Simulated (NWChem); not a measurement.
System: GeNH$_{3}$O, singlet; SMILES [NH2][Ge][OH]

Here is an NWChem input.

```
start job
memory heap 200 mb stack 900 mb global 1100 mb
geometry units angstroms noautoz
  Ge    -0.464844     0.044374     0.000000
  O      0.728120     1.412546     0.000000
  H      1.656075     1.125897     0.000000
  N      0.720325    -1.376384     0.000000
  H      1.734777    -1.329110     0.000000
  H      0.388230    -2.334479     0.000000
end
basis spherical
  * library 6-31g*
end
dft
  xc b3lyp
  iterations 150
end
tddft
  nroots 8
  notriplet
end
task tddft energy
```

Output (shortened):

```
             Northwest Computational Chemistry Package (NWChem) 7.3.0
             --------------------------------------------------------

 CS  symmetry detected

                             Geometry "geometry" -> ""
                             -------------------------

 Output coordinates in angstroms (scale by  1.889725989 to convert to a.u.)

  No.       Tag          Charge          X              Y              Z
 ---- ---------------- ---------- -------------- -------------- --------------
    1 Ge                  32.0000    -0.46029034     0.03313607     0.00000000
    2 O                    8.0000     0.73184470     1.40203044     0.00000000
    3 H                    1.0000     1.65997316     1.11594358     0.00000000
    4 N                    7.0000     0.72573904    -1.38690377     0.00000000
    5 H                    1.0000     1.74016222    -1.33901530     0.00000000
    6 H                    1.0000     0.39422445    -2.34519976     0.00000000

 Effective nuclear repulsion energy (a.u.)     185.9597514821

      Symmetry information
      --------------------

 Group name             Cs
 Group number              2
 Group order               2
 No. of unique centers     6

                                 NWChem DFT Module
                                 -----------------

 Summary of "ao basis" -> "ao basis" (spherical)
 ------------------------------------------------------------------------------
       Tag                 Description            Shells   Functions and Types
 ---------------- ------------------------------  ------  ---------------------
 Ge                          6-31g*                 12       32   5s4p3d
 O                           6-31g*                  6       14   3s2p1d
 H                           6-31g*                  2        2   2s
 N                           6-31g*                  6       14   3s2p1d

      Symmetry analysis of basis
      --------------------------

        a'         48
        a"         18

[...]

                                NWChem TDDFT Module
                                -------------------

            General Information
            -------------------
           No. of orbitals :     132
            Alpha orbitals :      66
             Beta orbitals :      66
        Alpha frozen cores :       0
         Beta frozen cores :       0
     Alpha frozen virtuals :       0
      Beta frozen virtuals :       0
         Spin multiplicity :       1
    Number of AO functions :      66
        Use of symmetry is : off
      Symmetry adaption is : on
         Schwarz screening :  0.10D-07

              XC Information
              --------------
                  B3LYP Method XC Potential
              Hartree-Fock (Exact) Exchange   0.20
                 Slater Exchange Functional   0.80 local
             Becke 1988 Exchange Functional   0.72 non-local
       Lee-Yang-Parr Correlation Functional   0.81
           VWN I RPA Correlation Functional   0.19 local

             TDDFT Information
             -----------------
          Calculation type : TDDFT
         Wavefunction type : Restricted singlets
          No. of electrons :      50
           Alpha electrons :      25
            Beta electrons :      25
              No. of roots :       8
          Max subspacesize :    5600
            Max iterations :     100
               Target root :       1
           Target symmetry : none
      Symmetry restriction : off
                 Algorithm : Optimal
        Davidson threshold :  0.10D-03

    8 smallest eigenvalue differences (eV)
--------------------------------------------------------
  No. Spin  Occ  Vir  Irrep   E(Occ)    E(Vir)   E(Diff)
--------------------------------------------------------
    1    1   25   26 a"       -0.261    -0.042     5.965
    2    1   24   26 a'       -0.261    -0.042     5.982
    3    1   23   26 a'       -0.315    -0.042     7.432
    4    1   25   27 a'       -0.261     0.022     7.698
    5    1   24   27 a"       -0.261     0.022     7.716
    6    1   22   26 a"       -0.326    -0.042     7.725
    7    1   25   28 a'       -0.261     0.041     8.212
    8    1   24   28 a"       -0.261     0.041     8.230
--------------------------------------------------------

  Entering Davidson iterations
  Restricted singlet excited states

  Iter   NTrls   NConv    DeltaV     DeltaE      Time
  ----  ------  ------  ---------  ---------  ---------
    1      8       0     0.34E+00   0.10+100       12.4
    2     24       0     0.43E-01   0.27E-01       16.2
    3     40       0     0.15E-01   0.11E-02       16.3
    4     56       0     0.52E-02   0.86E-04       16.4
    5     72       0     0.20E-02   0.99E-05       16.4
    6     88       4     0.71E-03   0.12E-05       16.4
    7     96       6     0.20E-03   0.80E-07       12.6
    8    100       8     0.67E-04   0.57E-08       10.6
  ----  ------  ------  ---------  ---------  ---------
  Convergence criterion met

  Ground state a'      -2208.568072709188 a.u.

  ----------------------------------------------------------------------------
  Root   1 singlet a"             0.196647964 a.u.                5.3511 eV
  ----------------------------------------------------------------------------
     Transition Moments    X  0.00000   Y -0.00000   Z -0.82474
     Dipole Oscillator Strength                    0.0891726029
     Electric Quadrupole                           0.0000002053
     Magnetic Dipole                               0.0000030742
     Total Oscillator Strength                     0.0891758824

[...]
```

Level: B3LYP/6-31G* (spherical d), full TDDFT. Low-valent species are run as closed-shell singlets; no triplet was tried in these runs. The geometry was optimised at B3LYP/6-31G* (spherical d).
